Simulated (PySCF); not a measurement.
Gas-phase equilibrium of 1 mol N2O, 20 mol N2 at 800 K and 10.0 bar, among 8 species (O2, N2, O, NO, O3, N, N2O, NO2). Only gases are allowed; each row takes one source of thermochemistry for all species, and Cantera finds the minimum.

Computed with PySCF and rigid-rotor harmonic-oscillator thermochemistry at 1 bar. The comparison is the NASA 1993 polynomial table, which mixes measured and estimated data. † marks an energy on the PBE0/def2-TZVP geometry and frequencies; other levels use their own. MP2 and CCSD(T) freeze the core. 6-31G* has spherical d functions here. Open shells (unrestricted) among the columns below: O2 (multiplicity 3), O (multiplicity 3, electronic degeneracy 9), NO (multiplicity 2, electronic degeneracy 4), NO2 (multiplicity 2); the rest are closed-shell singlets. Spin-orbit splitting is ignored; it lowers the true energy and changes the entropy of O, NO. MP2 isn't extrapolated to the basis-set limit. CCSD(T) isn't extrapolated to the basis-set limit. The harmonic model lacks anharmonicity and excited electronic states, which grow with temperature; levels with a mode under 35 cm⁻¹ are left out.

Molecules larger than those listed are left out. Table species left out: NO3.

With table thermochemistry: N2 0.98, O2 0.023, O <1e-12, NO2 2.4e-7, NO 7.4e-7.

### Question
How far does the composition move with the other sources (CCSD(T)/def2-TZVPP†, HF/6-31G*, HF/def2-TZVP†, MP2/def2-SVP†, PBE0/def2-SVP†, ωB97X-V/def2-TZVP†)?

### Answer
| thermochemistry | x N2 | x O2 | x O | x NO2 | x NO |
|---|---|---|---|---|---|
| table | 0.98 | 0.023 | <1e-12 | 2.4e-7 | 7.4e-7 |
| CCSD(T)/def2-TZVPP† | 0.98 | 0.023 | <1e-12 | 5.2e-8 | 8.2e-7 |
| HF/6-31G* | 0.97 | 0.019 | 0.0088 | <1e-12 | 2.0e-6 |
| HF/def2-TZVP† | 0.98 | 0.022 | 0.0028 | <1e-12 | 1.4e-6 |
| MP2/def2-SVP† | 0.98 | 0.023 | <1e-12 | 2.6e-7 | 1.4e-7 |
| PBE0/def2-SVP† | 0.98 | 0.023 | <1e-12 | 1.3e-5 | 1.7e-6 |
| ωB97X-V/def2-TZVP† | 0.98 | 0.023 | <1e-12 | 1.2e-7 | 1.0e-6 |
The most sensitive of these is O: it spans a factor of 10^9.9 over these rows; at this temperature one factor of ten is RT ln 10 = 15 kJ/mol.
